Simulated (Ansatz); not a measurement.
Reaction (ligand exchange at the Si–N bond): `N[SiH](N)N[SiH3]` + `[OH][Sn][O][SiH3]` → `[SiH3][O][Sn][O][SiH3]` + `N[SiH](N)N`

Isolated molecules relaxed with PBE0-D4/def2-TZVP in Ansatz; ΔE leaves out vibrations. CCSD(T)/CBS is the MP2 limit (def2-TZVPP, def2-QZVPP) plus CCSD(T) − MP2 in def2-TZVPP, frozen cores. DFT in def2-TZVPP. B3LYP here is the variant with VWN-RPA as its local correlation; programs differ in this. Elements past krypton have def2 core potentials. For Sn outer-core shells are correlated without core-valence functions, which leaves a few kJ/mol of doubt a bond. One conformer a species, not always the lowest.

`N[SiH](N)N[SiH3]`:

Z-matrix (Å, degrees):
```
Si
N 1 1.716
N 1 1.718 2 103.2
N 1 1.714 2 122.9 3 -118.9
H 1 1.487 2 103.9 3 123.3
H 2 1.006 1 120.5 3 -149.8
H 2 1.007 1 122.4 3 58.5
Si 3 1.727 1 125.7 2 25.7
H 3 1.008 1 117.0 2 -163.8
H 4 1.007 1 120.1 2 -82.5
H 4 1.007 1 121.3 2 65.3
H 8 1.489 3 112.4 1 -70.1
H 8 1.489 3 107.1 1 171.5
H 8 1.487 3 112.9 1 51.9
```

`[OH][Sn][O][SiH3]`:

Cartesian coordinates in Å:
```
O 2.402 0.473 0.201
Sn 1.452 1.439 -1.231
O -0.357 0.679 -0.908
Si -1.152 -0.360 0.061
H 1.873 -0.128 0.735
H -1.784 -1.444 -0.738
H -0.225 -1.005 1.044
H -2.207 0.346 0.836
```

`[SiH3][O][Sn][O][SiH3]`:

```xyz
11

Si   -1.973    0.338   -0.142
O    -1.042    1.209   -1.162
Sn    0.774    1.779   -1.680
O     1.802    0.567   -0.514
Si    1.809   -0.715    0.497
H    -2.218   -1.025   -0.686
H    -3.282    1.022    0.040
H    -1.327    0.201    1.194
H     3.091   -1.457    0.349
H     0.690   -1.650    0.192
H     1.678   -0.270    1.911
```

`N[SiH](N)N`:

Z-matrix (Å, degrees):
```
Si
N 1 1.716
N 1 1.716 2 123.1
N 1 1.711 2 104.0 3 117.3
H 1 1.491 2 103.6 3 -116.5
H 2 1.006 1 120.2 3 83.5
H 2 1.007 1 121.2 3 -64.5
H 3 1.006 1 120.2 2 -83.5
H 3 1.007 1 121.2 2 64.5
H 4 1.006 1 120.0 2 -171.6
H 4 1.006 1 120.0 2 41.7
```

Problem. Is it downhill or uphill in electronic energy at CCSD(T)/CBS, and by how much? (An estimate is asked.)

Solution. Computed: Downhill: ΔE = -49.4 kJ/mol.

Problem. What do these levels give: PBE-D4, PBE0-D4, B3LYP-D4, PBE0, B3LYP, MP2/def2-QZVPP? (Estimate.)

Solution. Computed: PBE-D4 -40.0, PBE0-D4 -43.8, B3LYP-D4 -50.4, PBE0 -43.4, B3LYP -50.0, MP2/def2-QZVPP -49.3 kJ/mol.

Largest T1 diagnostic among the species: 0.016.

In def2-TZVPP, CCSD(T) changes the Hartree–Fock value by +14.5 kJ/mol (the triples alone add +2.4 kJ/mol) and MP2 by +14.5 kJ/mol. From PBE to PBE0 (25 % exact exchange), in def2-TZVPP and without D4, ΔE moves by −3.6 kJ/mol.
